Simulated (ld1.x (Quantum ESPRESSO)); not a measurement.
**Be, RRKJ: configuration errors across variants**

ld1.x (Quantum ESPRESSO) 7.5 input, shortened:

```
&input
   title='Be', zed=4., rel=1, dft='PBE', iswitch=3,
   config='[He] 2s1 2p1 3d-2'
 /
 &inputp
   pseudotype=2, tm=.false., lloc=-1, rcloc=2.55,
   nlcc=.false.
 /
3
1S  1  0   2.00   0.00  0.30  0.30  0.0
2P  2  1   1.00   0.00  4.20  4.20  0.0
3D  3  2  -2.00   0.05  4.10  4.10  0.0
 &test
   configts(1)='1s2 2s1 2p1'
 /
```

Occupied shells without a wave of their own: 2s. They enter only through the test configuration that unscreens the potential.

All-electron excitation energies from the reference (eV): (1) 1s2 2s2 2p0 -3.612; (2) 1s2 2s1 2p0 5.938; (3) 1s2 2s0 2p0 23.887; (4) 1s2 2s0 2p2 3.639; (5) 1s2 2s1.5 2p0 0.148; (6) 1s1 2s2 2p0 124.670; (7) 1s2 2s0 2p1 9.848.

For the base: The 2s level has no wave, so the channel is fitted at the deeper level alone: the likely source of the large errors.

3 further variants failed, have other tests or another functional or relativity, and are left out.

The file “base” misses its own reference levels by 1.3 eV. The file “wave 2p (bound): rc 4.20 bohr becomes 2p (bound): rc 4.94 bohr” misses its own reference levels by 1.3 eV. The file “wave 3d channel at 0.05 Ry: rc 4.10 bohr becomes 3d channel at 0.05 Ry: rc 5.90 bohr” misses its own reference levels by 1.3 eV. The file “wave 1s (bound): rc 0.30 bohr becomes 1s (bound): rc 0.38 bohr” misses its own reference levels by 1.3 eV. The file “local potential the p channel” misses its own reference levels by 0.8 eV. The file “all radii scaled by about 1.13 (s 0.34, p 4.76, d 4.66 bohr); local potential all-electron potential smoothed inside 2.90 bohr (lloc = -1)” misses its own reference levels by 1.6 eV. The file “type TM; local potential all-electron potential smoothed inside 3.30 bohr (lloc = -2)” misses its own reference levels by 2.9 eV. The file “wave 3d channel at 0.05 Ry: rc 4.10 bohr becomes 3d channel at -0.1 Ry: rc 4.10 bohr” misses its own reference levels by 1.3 eV.

Errors AE − PS in meV (a dash: test not solved or not reliable):

```tsv
change	(1)	(2)	(3)	(4)	(5)	(6)	(7)	bound ghosts
base	-1255	+117	+2592	+1278	-690	-3183	+1617	not determined
wave 2p (bound): rc 4.20 bohr becomes 2p (bound): rc 4.94 bohr	-1260	+188	+2759	+1273	-661	-2846	+1579	not determined
wave 3d channel at 0.05 Ry: rc 4.10 bohr becomes 3d channel at 0.05 Ry: rc 5.90 bohr	-1255	+117	+2592	+1278	-690	-3183	+1617	not determined
wave 1s (bound): rc 0.30 bohr becomes 1s (bound): rc 0.38 bohr	-1255	+117	+2593	+1278	-690	-3126	+1617	none
local potential the p channel	+731	+33	-711	-793	+420	-242	-964	not determined
all radii scaled by about 1.13 (s 0.34, p 4.76, d 4.66 bohr); local potential all-electron potential smoothed inside 2.90 bohr (lloc = -1)	-1616	+182	+3368	+1641	-872	-3716	+2073	not determined
type TM; local potential all-electron potential smoothed inside 3.30 bohr (lloc = -2)	-2898	+183	+5594	+2882	-1626	-7044	+3855	not determined
wave 3d channel at 0.05 Ry: rc 4.10 bohr becomes 3d channel at -0.1 Ry: rc 4.10 bohr	-1255	+117	+2592	+1278	-690	-3183	+1617	not determined
```

Give the same row for: local potential all-electron potential smoothed inside 1.68 bohr (lloc = -1).

-591, +105, +1382, +579, -304, -1431, +702; bound ghosts: not determined.
